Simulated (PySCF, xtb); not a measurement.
CH12N2Si3, SMILES N[SiH2]C(N)([SiH3])[SiH3].

GFN2-xTB (xtb) at its own geometry gives an orbital gap of 4.14 eV and a dipole moment of 2.51 D.

Coordinates come from a PBE0-D3(BJ)/def2-SVP optimisation. A frequency run showed that this geometry is not a minimum. This is a generated structure with no PubChem entry under its InChIKey; it may be hypothetical. Other conformers were not sampled.

Problem. What does M06-2X/def2-TZVP in PySCF give? (Estimate from the structure and the level; the computed values follow.)

Solution. gap 8.45 eV (levels -7.82 and 0.63 eV), dipole 2.54 D.
